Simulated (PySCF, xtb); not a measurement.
Br2Zr, SMILES [Zr]([Br])[Br], multiplicity 1.

Harmonic wavenumbers (cm⁻¹) from GFN2-xTB (xtb 6.7.1) at its own minimum, in rising order: 22, 242, 366.

Task: What does B3LYP-D3(BJ)/def2-SVP (PySCF) give at its own minimum? (Estimate from the structure and the level; the computed values follow.)

Result: 41, 245, 319. Paired by order, the mean absolute difference is 23 cm⁻¹ and the zero-point energies are 0.9 and 0.9 kcal/mol.
